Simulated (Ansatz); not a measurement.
The lowest singlet and triplet of BF (SMILES [B]F); geometries from B3LYP-D3(BJ)/def2-TZVP, each state relaxed from the structure named, with no frequency check.
Singlet at the triplet's geometry (charge 0, multiplicity 1):
```xyz
2

B      0.00000     0.00000    -0.84516
F      0.00000     0.00000     0.46954
```

A positive gap puts the triplet lower; no zero-point energy. R- takes a restricted singlet. U- takes an unrestricted singlet (broken symmetry where lower, unprojected). The triplet is unrestricted in single-reference levels. Active spaces average the two states.

Cores are frozen in the correlated methods.

Programs: Ansatz (Gaussian orbitals). Each number belongs to the level named beside it.

| level | gap E(singlet) − E(triplet), vertical, at the triplet's geometry (kJ/mol) |
|---|---|
| R-HF/cc-pVDZ | -241.8 |
| R-PBE0/def2-TZVPP | -303.1 |
| U-PBE0/def2-TZVPP | -303.1 |
| R-MP2/cc-pVDZ | ? |
| R-SCS-MP2/cc-pVQZ | -340.8 |
| U-SCS-MP2/cc-pVQZ | -340.8 |
| R-CCSD/cc-pVQZ | -339.1 |
| R-CCSDT/cc-pVTZ | -345.9 |
| FIC-MRCISD+Q on SA-CASSCF(2,3)/cc-pVTZ | -343.7 |

Question: Some entries are withheld; supply them.

Answer: 
- R-MP2/cc-pVDZ, gap E(singlet) − E(triplet), vertical, at the triplet's geometry (kJ/mol): -317.4

Ansatz is an electronic-structure program.
